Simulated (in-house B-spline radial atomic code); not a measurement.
Results of a calculation; reference values are marked as such.
## Softness against transferability: the 3d channel of Sc

Sc, [Ar] 3d1 4s2, non-relativistic PBE, spherical and spin-unpolarised, from an all-electron radial atomic-structure program (B-spline basis) (atomic units). The all-electron 3d level is ε = -0.123802 hartree and its outer maximum at 1.09 bohr.

Troullier-Martins pseudo-orbitals are made for several radii. The cutoffs (hartree) are the plane-wave energies beyond which the orbital holds less than the named kinetic energy per electron. The phase error is the difference, pseudo minus all-electron, of arctan(R P'/P) at R = 3.9 bohr for all radii, half a hartree below and above the level.

```
r_c (bohr)  V_l(0) (hartree)  cutoff for 10 mEh  for 1 mEh  for 0.1 mEh  phase error at ε − 0.5 (mrad)  at ε + 0.5 (mrad)
      2.46             -7.65               14.8       18.5           22                           +0.4             +284.3
      2.85             -6.20               11.9       14.8         17.8                           +1.1             +558.7
      3.28             -5.07                9.5       11.9         14.4                           +3.0             +959.1
       3.6             -4.41               8.16       10.4         12.5                           +5.9            +1249.1
```

(1) Which radius needs the lowest cutoff for 0.1 mEh while both phase errors stay within 959.2 mrad?

(2) What does the larger radius buy, and what does it cost?

Answers

(1) The radii within that limit are 2.46, 2.85, 3.28 bohr; of these r_c = 3.28 needs the least, 14.4 hartree, that is 28.8 Ry or 392 eV.

(2) From r_c = 2.46 to 3.6 bohr the cutoff for 1 mEh goes from 18.5 to 10.4 hartree, a factor of 1.78, against 2.14 for a pure 1/r_c² scaling, end to end; step by step it is 18.5, 14.8, 11.9, 10.4, and for 0.1 mEh 22, 17.8, 14.4, 12.5; the number of plane waves goes as the cutoff to the power 3/2, here a factor of 2.4. The larger of the two phase errors is least at r_c = 2.46 bohr, 284.3 mrad; it is 284.3 at the smallest radius and 1249.1 at the largest. These errors test the reference atom alone. Errors of hundreds of milliradians mean that the potential scatters wrongly half a hartree from its level. Large radii also let the cores of neighbours overlap, which an atom doesn't show.
